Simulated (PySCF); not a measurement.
Harmonic spectrum computed at B3LYP in the def2-TZVP basis family (core potentials from Rb on, PySCF, no spin–orbit coupling):

| ω (cm⁻¹) | IR (km/mol) |
| --- | --- |
| 1215 | 0.2 |
| 2684 | 0.3 |
| 2697 | 0.7 |

Q: Which molecule gave it? In each, all ligands are bound to the one heavy central atom.
A. AsH₂ (doublet)
B. H₂S (singlet)
C. SiH₂ (singlet)
D. H₂Se (singlet)

A: B. It has C2v symmetry with S–H 1.343 Å (×2).
